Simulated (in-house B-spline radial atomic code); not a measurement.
Configurations of the neon ion Ne⁺, with energies counted from [He] 2s2 2p5. Method: non-relativistic CAM-B3LYP, spin-polarised, spherical fractional occupations, exact exchange averaged over the configuration, point nucleus. Calculated with a B-spline radial code for spherical atoms. Shells without spins written out take the highest spin.

Occupations are held fixed; configurations that lie above the ionisation limit could autoionise.

```tsv
configuration	E - E(ref) (eV)	highest orbital	its <r> (bohr)
[He] 2s2 2p4 3s1	27.352	3s up	3.023
[He] 2s1 2p5 3s1	51.023	3s up	3.02
[He] 2s1 2p5 3d1	58.663	3d up	4.808
```

Problem. Order these further configurations by energy, lowest first.
A. [He] 2s2 2p4 3p1
B. [He] 2s1 2p6
C. [He] 2s1 2p5 3p1
D. [He] 2s2 2p4 3d1

Solution. B (24.357 eV), A (30.971 eV), D (34.984 eV), C (54.666 eV).
